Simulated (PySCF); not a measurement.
# Dipole polarisabilities along the second row, charge +1

Calculated with PySCF 2.14 for the ground configurations, without spin-orbit coupling: coupled response for Hartree-Fock and DFT. Mean α in bohr³, C₆ of like pairs in atomic units.

```
                                          species   α UHF   α PBE  α PBE0   C₆ UHF   C₆ PBE  C₆ PBE0
         Li⁺ 1s2 (aug-cc-pCVQZ, non-relativistic)  0.1892  0.2078  0.2022  0.07642  0.08638  0.08340
    Be⁺ [He] 2s1 (aug-cc-pCVQZ-DK, spin-free X2C)   24.91   21.56   22.27    71.03    57.45    60.22
     B⁺ [He] 2s2 (aug-cc-pCVQZ-DK, spin-free X2C)   11.36   10.63   10.76    31.63    28.79    29.28
C⁺ [He] 2s2 2p1 (aug-cc-pwCVQZ, non-relativistic)   6.308   6.096   6.077    14.97    14.65    14.56
O⁺ [He] 2s2 2p3 (aug-cc-pwCVQZ, non-relativistic)   2.634   2.691   2.641    4.967    5.310    5.148
 F⁺ [He] 2s2 2p4 (aug-cc-pCVQZ-DK, spin-free X2C)   1.722   1.889   1.828    3.138    3.544    3.398
Ne⁺ [He] 2s2 2p5 (aug-cc-pCVQZ-DK, spin-free X2C)   1.245   1.404   1.350    2.142    2.481    2.366
```

Fill in the row of N⁺ [He] 2s2 2p2 (aug-cc-pCVQZ-DK, spin-free X2C).

α UHF 3.922; α PBE 3.912; α PBE0 3.863; C₆ UHF 8.212; C₆ PBE 8.475; C₆ PBE0 8.294.

The values depend on the diffuse functions of the basis.
